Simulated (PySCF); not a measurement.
PySCF input (PW6B95/def2-TZVPD):

```python
from pyscf import gto, scf, dft

mol = gto.M(
    atom='''
    Ge   -0.31566085   -0.13861252   -0.25058691
    O     1.13937697    0.38824038    0.88037767
    H     0.98613152    1.32967773    0.97575993
    ''',
    basis='def2-tzvpd',
    charge=-1,
    spin=0,
    verbose=4,
)

mf = dft.RKS(mol, xc='pw6b95').density_fit(auxbasis='def2-universal-jkfit')
mf.grids.level = 3
mf.conv_tol = 1e-9
mf.max_cycle = 100
mf.max_memory = 1500
mf.kernel()
if not mf.converged:
    mf = mf.newton()
    mf.kernel(mf.make_rdm1())
mf.analyze()
```

End of the output:

```
Extra cycle  E= -2153.91689660675  delta_E= 8.64e-12  |g|= 1.05e-05  |ddm|= 5.38e-05
converged SCF energy = -2153.91689660675
**** SCF Summaries ****
Total Energy =                       -2153.916896606754108
Nuclear Repulsion Energy =              82.412276644395547
One-electron Energy =                -3173.345263920655725
Two-electron Energy =                  937.016090669506184
Two-electron Coulomb Energy =         1026.278572353976188
DFT Exchange-Correlation Energy =      -89.262481684470032
HOMO-LUMO gap [eV] =                     1.493663502990075
**** MO energy ****
MO #1   energy= -399.325429241445  occ= 2
MO #2   energy= -49.7940917725859  occ= 2
MO #3   energy= -44.2760671193107  occ= 2
MO #4   energy= -44.2739229186023  occ= 2
MO #5   energy= -44.2716701815277  occ= 2
MO #6   energy= -19.0865062203048  occ= 2
MO #7   energy= -6.07636356931226  occ= 2
MO #8   energy= -4.23670421371839  occ= 2
MO #9   energy= -4.22986795509026  occ= 2
MO #10  energy= -4.22142631699476  occ= 2
MO #11  energy= -1.02916446853136  occ= 2
MO #12  energy= -1.02679796017892  occ= 2
MO #13  energy= -1.01911313567199  occ= 2
MO #14  energy= -1.01378348115885  occ= 2
MO #15  energy= -1.01318251085511  occ= 2
MO #16  energy= -0.794941265643907 occ= 2
MO #17  energy= -0.302140863957    occ= 2
MO #18  energy= -0.229118301706272 occ= 2
MO #19  energy= -0.136232696213432 occ= 2
MO #20  energy= -0.111587854855996 occ= 2
MO #21  energy= 0.0669049181539663 occ= 2
MO #22  energy= 0.121796039903232  occ= 0
MO #23  energy= 0.154194490705055  occ= 0
MO #24  energy= 0.180867333777384  occ= 0
MO #25  energy= 0.211475046593013  occ= 0
MO #26  energy= 0.218730006740073  occ= 0
MO #27  energy= 0.223821171763683  occ= 0
MO #28  energy= 0.248425232586261  occ= 0
MO #29  energy= 0.248889481188679  occ= 0
MO #30  energy= 0.267219622703537  occ= 0
MO #31  energy= 0.272490764472166  occ= 0
MO #32  energy= 0.302101918510769  occ= 0
MO #33  energy= 0.326988090060306  occ= 0
MO #34  energy= 0.380484919163268  occ= 0
MO #35  energy= 0.39107003849407   occ= 0
MO #36  energy= 0.414038011143655  occ= 0
MO #37  energy= 0.44955176014831   occ= 0
MO #38  energy= 0.521514207872411  occ= 0
MO #39  energy= 0.525175716754613  occ= 0
MO #40  energy= 0.538815806225213  occ= 0
MO #41  energy= 0.558313725745168  occ= 0
MO #42  energy= 0.566509764996586  occ= 0
MO #43  energy= 0.595954468640268  occ= 0
MO #44  energy= 0.596462335761508  occ= 0
MO #45  energy= 0.62503416664098   occ= 0
MO #46  energy= 0.642376886293652  occ= 0
MO #47  energy= 0.64517088271175   occ= 0
MO #48  energy= 0.724723716787269  occ= 0
MO #49  energy= 0.728948178012745  occ= 0
MO #50  energy= 0.790099141254637  occ= 0
MO #51  energy= 0.79478169511766   occ= 0
MO #52  energy= 0.895825978081139  occ= 0
MO #53  energy= 0.898826218150358  occ= 0
MO #54  energy= 0.970897083130907  occ= 0
MO #55  energy= 1.09652543049076   occ= 0
MO #56  energy= 1.22260735667485   occ= 0
MO #57  energy= 1.2367881151957    occ= 0
MO #58  energy= 1.24021141650507   occ= 0
MO #59  energy= 1.25178523802496   occ= 0
MO #60  energy= 1.26498949401544   occ= 0
MO #61  energy= 1.27788522737397   occ= 0
MO #62  energy= 1.28552728429612   occ= 0
MO #63  energy= 1.31655855862928   occ= 0
MO #64  energy= 1.33275489061939   occ= 0
MO #65  energy= 1.3509137409662    occ= 0
MO #66  energy= 1.45456435119853   occ= 0
MO #67  energy= 1.47496629706041   occ= 0
MO #68  energy= 1.59341790246111   occ= 0
MO #69  energy= 1.77849961797272   occ= 0
MO #70  energy= 1.91683373036801   occ= 0
MO #71  energy= 1.97220730352446   occ= 0
MO #72  energy= 2.09388472163208   occ= 0
MO #73  energy= 2.23302294110942   occ= 0
MO #74  energy= 2.34912881891173   occ= 0
MO #75  energy= 2.51467552729119   occ= 0
MO #76  energy= 2.6749710327064    occ= 0
MO #77  energy= 2.91889813344415   occ= 0
MO #78  energy= 2.9565399576444    occ= 0
MO #79  energy= 2.95743922774449   occ= 0
MO #80  energy= 2.96125421445099   occ= 0
MO #81  energy= 3.00553171421597   occ= 0
MO #82  energy= 3.05867977234741   occ= 0
MO #83  energy= 3.06677603699617   occ= 0
MO #84  energy= 3.22142318311077   occ= 0
MO #85  energy= 3.45002293636991   occ= 0
MO #86  energy= 4.00270731438888   occ= 0
MO #87  energy= 4.03636786406896   occ= 0
MO #88  energy= 4.11480178817967   occ= 0
MO #89  energy= 4.56574618352379   occ= 0
MO #90  energy= 5.23974790043072   occ= 0
MO #91  energy= 5.33657569579967   occ= 0
MO #92  energy= 5.42456609148602   occ= 0
MO #93  energy= 5.48012439324116   occ= 0
MO #94  energy= 5.64372328920916   occ= 0
MO #95  energy= 5.64508191099835   occ= 0
MO #96  energy= 5.80246236353617   occ= 0
MO #97  energy= 6.43086709747075   occ= 0
MO #98  energy= 6.657748638515     occ= 0
MO #99  energy= 6.69717536364934   occ= 0
MO #100 energy= 6.75508662503688   occ= 0
MO #101 energy= 6.99208786749764   occ= 0
MO #102 energy= 7.28442788577738   occ= 0
MO #103 energy= 43.8561155787246   occ= 0
 ** Mulliken pop on meta-lowdin orthogonal AOs  **
 ** Mulliken pop  **
pop of  0 Ge 1s           1.99998
pop of  0 Ge 2s           1.99971
pop of  0 Ge 3s           1.99904
pop of  0 Ge 4s           1.88445
pop of  0 Ge 5s           0.01481
pop of  0 Ge 6s           0.00190
pop of  0 Ge 7s           0.00114
pop of  0 Ge 2px          1.99996
pop of  0 Ge 2py          1.99996
pop of  0 Ge 2pz          1.99996
pop of  0 Ge 3px          1.99981
pop of  0 Ge 3py          1.99989
pop of  0 Ge 3pz          1.99979
pop of  0 Ge 4px          0.48251
pop of  0 Ge 4py          1.72920
pop of  0 Ge 4pz          0.26360
pop of  0 Ge 5px          0.00443
pop of  0 Ge 5py          0.03929
pop of  0 Ge 5pz          0.00109
pop of  0 Ge 6px          0.00046
pop of  0 Ge 6py          0.00474
pop of  0 Ge 6pz          0.00008
pop of  0 Ge 3dxy         1.99973
pop of  0 Ge 3dyz         1.99973
pop of  0 Ge 3dz^2        1.99972
pop of  0 Ge 3dxz         1.99959
pop of  0 Ge 3dx2-y2      1.99972
pop of  0 Ge 4dxy         0.00138
pop of  0 Ge 4dyz         0.00102
pop of  0 Ge 4dz^2        0.00240
pop of  0 Ge 4dxz         0.00342
pop of  0 Ge 4dx2-y2      0.00134
pop of  0 Ge 5dxy         0.00621
pop of  0 Ge 5dyz         0.00421
pop of  0 Ge 5dz^2        0.00225
pop of  0 Ge 5dxz         0.00222
pop of  0 Ge 5dx2-y2      0.00304
pop of  0 Ge 6dxy         0.00029
pop of  0 Ge 6dyz         0.00020
pop of  0 Ge 6dz^2        0.00019
pop of  0 Ge 6dxz         0.00009
pop of  0 Ge 6dx2-y2      0.00019
pop of  0 Ge 7dxy         0.00842
pop of  0 Ge 7dyz         0.00589
pop of  0 Ge 7dz^2        0.00021
pop of  0 Ge 7dxz         0.00053
pop of  0 Ge 7dx2-y2      0.00348
pop of  0 Ge 4f-3         0.00031
pop of  0 Ge 4f-2         0.00028
pop of  0 Ge 4f-1         0.00029
pop of  0 Ge 4f+0         0.00018
pop of  0 Ge 4f+1         0.00050
pop of  0 Ge 4f+2         0.00019
pop of  0 Ge 4f+3         0.00032
pop of  1 O 1s            1.99997
pop of  1 O 2s            1.71695
pop of  1 O 3s            0.00611
pop of  1 O 4s            0.00463
pop of  1 O 5s            0.00566
pop of  1 O 6s            0.00236
pop of  1 O 2px           1.76369
pop of  1 O 2py           1.47088
pop of  1 O 2pz           1.76799
pop of  1 O 3px           0.00592
pop of  1 O 3py           0.01125
pop of  1 O 3pz           0.00768
pop of  1 O 4px           0.00198
pop of  1 O 4py           0.02723
pop of  1 O 4pz           0.00034
pop of  1 O 5px           0.00212
pop of  1 O 5py           0.02421
pop of  1 O 5pz           0.00053
pop of  1 O 3dxy          0.00218
pop of  1 O 3dyz          0.00120
pop of  1 O 3dz^2         0.00182
pop of  1 O 3dxz          0.00143
pop of  1 O 3dx2-y2       0.00332
pop of  1 O 4dxy          0.00049
pop of  1 O 4dyz          0.00029
pop of  1 O 4dz^2         0.00020
pop of  1 O 4dxz          0.00040
pop of  1 O 4dx2-y2       0.00015
pop of  1 O 5dxy          0.00014
pop of  1 O 5dyz          0.00010
pop of  1 O 5dz^2         0.00015
pop of  1 O 5dxz          0.00010
pop of  1 O 5dx2-y2       0.00026
pop of  1 O 4f-3          0.00024
pop of  1 O 4f-2          0.00003
pop of  1 O 4f-1          0.00020
pop of  1 O 4f+0          0.00004
pop of  1 O 4f+1          0.00003
pop of  1 O 4f+2          0.00009
pop of  1 O 4f+3          0.00008
pop of  2 H 1s            0.66500
pop of  2 H 2s            0.01036
pop of  2 H 3s            0.00559
pop of  2 H 2px           0.00428
pop of  2 H 2py           0.00155
pop of  2 H 2pz           0.00420
pop of  2 H 3px           0.00099
pop of  2 H 3py           0.00159
pop of  2 H 3pz           0.00069
 ** Mulliken atomic charges  **
charge of    0Ge =     -0.47328
charge of    1O =     -0.83245
charge of    2H =      0.30574

WARN: System has nonzero charge -1; the dipole moment is origin-dependent.
Location of origin: [0. 0. 0.]

Dipole moment(X, Y, Z, Debye): -0.03778,  0.73187,  0.13106
```
